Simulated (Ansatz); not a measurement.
Total energies of `CC(C)(C)[O][Cd][O][SiH3]`.

```xyz
20

C    -1.079   -0.238   -1.677
C    -1.187   -0.798   -0.263
C    -2.239   -1.902   -0.219
C    -1.554    0.312    0.714
O     0.025   -1.412    0.119
Cd    1.668   -0.346    0.217
O     3.421    0.519    0.312
Si    3.978    1.883    0.991
H    -2.026    0.183   -2.023
H    -0.773   -1.024   -2.370
H    -0.331    0.566   -1.716
H    -2.300   -2.317    0.789
H    -1.963   -2.706   -0.904
H    -3.224   -1.522   -0.502
H    -2.525    0.757    0.481
H    -1.587   -0.080    1.733
H    -0.810    1.118    0.678
H     3.291    3.097    0.455
H     3.780    1.897    2.472
H     5.434    2.012    0.713
```

Total charge 0; spin multiplicity 1. For Cd the d shell is correlated and the shells below it are frozen. Cd takes the def2 core potential. The geometry is a stationary point of PBE0-D4/def2-TZVP. It is one conformer, not always the lowest. Basis def2-TZVPP, Ansatz.

RPA on PBE orbitals: Hartree–Fock energy of these orbitals -764.05207 Eh, correlation -2.73594 Eh (frozen core).

```json
{"functional": "PBE", "energy without D4 (Eh)": "-767.00127", "D4 term (kJ/mol)": "-48.6"}
{"functional": "revPBE", "energy without D4 (Eh)": "-767.41896", "D4 term (kJ/mol)": "-148.1"}
{"functional": "BLYP", "energy without D4 (Eh)": "-767.37107", "D4 term (kJ/mol)": "-105.6"}
{"functional": "B97M-V", "energy without D4 (Eh)": "-767.42699", "D4 term (kJ/mol)": "–"}
{"functional": "PBE0", "energy without D4 (Eh)": "-767.04830", "D4 term (kJ/mol)": "-41.4"}
{"functional": "B3LYP", "energy without D4 (Eh)": "-767.62801", "D4 term (kJ/mol)": "-77.6"}
{"functional": "r2SCANh", "energy without D4 (Eh)": "-767.36912", "D4 term (kJ/mol)": "-13.6"}
{"functional": "HSE06 (plane-wave form)", "energy without D4 (Eh)": "-767.02368", "D4 term (kJ/mol)": "-38.6"}
{"functional": "CAM-B3LYP", "energy without D4 (Eh)": "-767.37738", "D4 term (kJ/mol)": "-42.1"}
{"functional": "LC-ωPBE", "energy without D4 (Eh)": "-767.28933", "D4 term (kJ/mol)": "–"}
{"functional": "ωB97X-V", "energy without D4 (Eh)": "-767.37726", "D4 term (kJ/mol)": "–"}
{"functional": "ωB97M-V", "energy without D4 (Eh)": "-767.31806", "D4 term (kJ/mol)": "–"}
{"functional": "B2PLYP", "energy without D4 (Eh)": "-767.01086", "D4 term (kJ/mol)": "–"}
{"functional": "PBE-QIDH", "energy without D4 (Eh)": "-766.79092", "D4 term (kJ/mol)": "–"}
```

Task: Give the same for LDA (SPW92), r2SCAN, r2SCAN0, BHLYP. (Best estimate.)

Result: The calculation gave: 
```csv
functional,energy without D4 (Eh),D4 term (kJ/mol)
LDA (SPW92),-763.50016,–
r2SCAN,-767.40226,-12.9
r2SCAN0,-767.32204,-15.0
BHLYP,-767.27032,-58.8
```

B3LYP takes the VWN-RPA correlation (the form of Gaussian; ORCA's B3LYP/G). HSE06 is the plane-wave form, built on full-range PBE exchange. The double hybrids freeze the cores in their second-order part.

LC-ωPBE has ω = 0.4 bohr⁻¹.
